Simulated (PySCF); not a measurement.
PySCF input (M06-2X/6-31G* with LANL2DZ past Ar (5d)):

```python
from pyscf import gto, dft

mol = gto.M(
    atom='''
    Tl   -0.00000000   -0.00000000   -0.43926089
    Cl    0.00000000    0.00000000    2.09294892
    ''',
    basis={'default': '6-31g*', 'Tl': 'lanl2dz'},
    ecp={'Tl': 'lanl2dz'},
    charge=-1,
    spin=1,
    symmetry='C2v',
    verbose=4,
)

mf = dft.UKS(mol, xc='m062x')
mf.grids.level = 4
mf.conv_tol = 1e-9
mf.max_cycle = 100
mf.max_memory = 1500
mf.kernel()
if not mf.converged:
    mf = mf.newton()
    mf.kernel(mf.make_rdm1())
mf.dip_moment()
```

From the last part of the output:

```

WARN: alpha-A2 HOMO 0.071201174572602 > system LUMO 0.071201174572602

WARN: beta-A1 LUMO 0.0712074141400407 < system HOMO 0.071201174572602

cycle= 1 E= -504.28263053275  delta_E= -1.57  |g|= 2.94  |ddm|= 4.65
alpha HOMO (A1) = -0.243281782470414  LUMO (B1) = -0.23988177386035
beta  HOMO (A1) = -0.517466389234388  LUMO (A1) = -0.24124031050385
  HOMO = -0.24328178247  LUMO = -0.241240310504  gap/eV = 0.05555
cycle= 2 E= -504.040122512536  delta_E= 0.243  |g|=  2.8  |ddm|= 5.17
alpha HOMO (B1) = 0.0601494511267993  LUMO (B2) = 0.0601494511267995
beta  HOMO (A1) = -0.271275791893618  LUMO (A1) = 0.0628149054176692

WARN: HOMO 0.0601494511267993 >= LUMO 0.0601494511267995

WARN: alpha-B1 HOMO 0.0601494511267993 > system LUMO 0.0601494511267995

WARN: alpha-B2 LUMO 0.0601494511267995 < system HOMO 0.0601494511267993

cycle= 3 E= -510.877690861408  delta_E= -6.84  |g|= 1.04  |ddm|= 4.13
alpha HOMO (B1) = 0.045285480694321  LUMO (B2) = 0.102751845709599
beta  HOMO (B1) = -0.038960126343317  LUMO (B2) = 0.0948933577090403
  HOMO = 0.0452854806943  LUMO = 0.094893357709  gap/eV = 1.34990
cycle= 4 E= -511.616421339282  delta_E= -0.739  |g|= 0.367  |ddm|= 1.95
alpha HOMO (B1) = 0.0217882635300808  LUMO (B2) = 0.126626146512521
beta  HOMO (A1) = -0.0977201032051234  LUMO (B2) = 0.113063510804885
  HOMO = 0.0217882635301  LUMO = 0.113063510805  gap/eV = 2.48373
cycle= 5 E= -511.681590163758  delta_E= -0.0652  |g|= 0.125  |ddm|= 0.299
alpha HOMO (B1) = 0.0468788904160262  LUMO (B2) = 0.148007778513354
beta  HOMO (A1) = -0.0922652287770855  LUMO (B1) = 0.122303644056551
  HOMO = 0.046878890416  LUMO = 0.122303644057  gap/eV = 2.05241
cycle= 6 E= -511.695744484899  delta_E= -0.0142  |g|= 0.0168  |ddm|= 0.226
alpha HOMO (B1) = 0.0449805211586565  LUMO (B2) = 0.144354811167814
beta  HOMO (A1) = -0.0972351906040689  LUMO (B1) = 0.11794070951471
  HOMO = 0.0449805211587  LUMO = 0.117940709515  gap/eV = 1.98535
cycle= 7 E= -511.695982033172  delta_E= -0.000238  |g|= 0.00523  |ddm|= 0.0378
alpha HOMO (B1) = 0.0445384429034454  LUMO (B2) = 0.142905876678532
beta  HOMO (A1) = -0.0986704359534336  LUMO (B1) = 0.117140995377963
  HOMO = 0.0445384429034  LUMO = 0.117140995378  gap/eV = 1.97562
cycle= 8 E= -511.696007217205  delta_E= -2.52e-05  |g|= 0.00142  |ddm|= 0.0119
alpha HOMO (B1) = 0.0445282709020047  LUMO (B2) = 0.142333487287193
beta  HOMO (A1) = -0.0993656707595747  LUMO (B1) = 0.116714186801909
  HOMO = 0.044528270902  LUMO = 0.116714186802  gap/eV = 1.96428
cycle= 9 E= -511.696010954147  delta_E= -3.74e-06  |g|= 0.000366  |ddm|= 0.00627
alpha HOMO (B1) = 0.044569607286167  LUMO (B2) = 0.142294877125863
beta  HOMO (A1) = -0.0994374932029558  LUMO (B1) = 0.11668747840078
  HOMO = 0.0445696072862  LUMO = 0.116687478401  gap/eV = 1.96243
cycle= 10 E= -511.696011307041  delta_E= -3.53e-07  |g|= 0.00011  |ddm|= 0.00183
alpha HOMO (B1) = 0.0445709574031632  LUMO (B2) = 0.142285247616236
beta  HOMO (A1) = -0.0994328798436896  LUMO (B1) = 0.116679349371987
  HOMO = 0.0445709574032  LUMO = 0.116679349372  gap/eV = 1.96217
cycle= 11 E= -511.696011346631  delta_E= -3.96e-08  |g|= 3.34e-05  |ddm|= 0.000553
alpha HOMO (B1) = 0.0445694136051977  LUMO (B2) = 0.142291372229822
beta  HOMO (A1) = -0.0994186148147342  LUMO (B1) = 0.116691149827015
  HOMO = 0.0445694136052  LUMO = 0.116691149827  gap/eV = 1.96253
cycle= 12 E= -511.696011350452  delta_E= -3.82e-09  |g|= 4.17e-06  |ddm|= 0.000214
alpha HOMO (B1) = 0.0445698979292639  LUMO (B2) = 0.142292559849831
beta  HOMO (A1) = -0.0994171933337782  LUMO (B1) = 0.116692244429234
  HOMO = 0.0445698979293  LUMO = 0.116692244429  gap/eV = 1.96255
cycle= 13 E= -511.696011350493  delta_E= -4.02e-11  |g|= 6.13e-07  |ddm|= 1.97e-05
alpha HOMO (B1) = 0.0445698363182532  LUMO (B2) = 0.14229241743246
beta  HOMO (A1) = -0.0994174334783651  LUMO (B1) = 0.116692092270139
  HOMO = 0.0445698363183  LUMO = 0.11669209227  gap/eV = 1.96255
Extra cycle  E= -511.696011350493  delta_E= -2.27e-13  |g|= 2.55e-07  |ddm|= 1.56e-06
converged SCF energy = -511.696011350493  <S^2> = 0.7516536  2S+1 = 2.0016529

WARN: System has nonzero charge -1; the dipole moment is origin-dependent.
Location of origin: [0. 0. 0.]

Dipole moment(X, Y, Z, Debye):  0.00000,  0.00000, -4.29391
```

The dipole moment of an ion depends on the origin.
